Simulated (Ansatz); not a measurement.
Cartesian coordinates in Å:
```
B -0.4622 -1.2831 2.1149
Si 0.5261 -0.6740 0.4927
F 1.1954 -1.8584 -0.3330
Cl 2.0719 0.4501 1.2544
O -0.3448 0.2107 -0.5337
Si -0.3658 1.2765 -1.7888
H -1.2945 -0.5810 2.6028
H -0.1804 -2.3066 2.6588
H -1.1228 0.6657 -2.9072
H -1.0427 2.5165 -1.3396
H 1.0198 1.5836 -2.2213
```

The species carries charge 0 and has multiplicity 1.

(1) List the PBE/def2-TZVPP orbital energies in eV (the Gaussian-basis code of Ansatz). (An estimate is asked.)

Answers

(1) Ansatz gave: Occupied: -2739.20, -1781.58, -1780.43, -660.06, -510.85, -249.79, -190.46, -190.33, -190.31, -178.02, -139.08, -138.10, -95.88, -95.85, -95.75, -94.88, -94.80, -94.80, -29.82, -25.34, -20.77, -15.09, -13.34, -12.53, -11.56, -11.23, -10.78, -10.14, -9.89, -9.74, -8.96, -8.55, -8.29, -8.02, -7.79, -7.47. Lowest empty: -3.88, -0.89, 0.17, 0.50, 0.74, 0.81, 1.11, 1.30.
